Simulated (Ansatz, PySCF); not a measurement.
Caution: the highest occupied level lies above zero, so the state may not be bound. This singlet lies 0.68 eV below the relaxed triplet at the level frozen-core CCSD(T)/aug-cc-pVDZ // B3LYP-D3(BJ)/def2-TZVPD (Ansatz, an electronic-structure program).

B3LYP has the VWN-RPA correlation part, as in Gaussian. 

CH₅B₂, SMILES `B[B-]C` (lower singlet) (charge -1, multiplicity 1)

All values below come from PySCF with B3LYP-D3(BJ)/def2-TZVPD.

| Property | Result |
|---|---|
| HOMO | 1.33 eV |
| total energy | -90.8099 Ha |
| cost | very roughly 21 core-seconds |

Bond lengths (Å): B1–B2 1.523, B1–H4 1.215, B1–H5 1.215, B2–C3 1.560, C3–H6 1.099, C3–H7 1.101, C3–H8 1.099. Bond angles (°): B2–B1–H4 121.9, B2–B1–H5 121.8, H4–B1–H5 116.3, B1–B2–C3 177.6, B2–C3–H6 115.7, B2–C3–H7 104.9, B2–C3–H8 115.8, H6–C3–H7 105.9, H6–C3–H8 107.8, H7–C3–H8 105.9.
Charge -1, spin multiplicity 1.
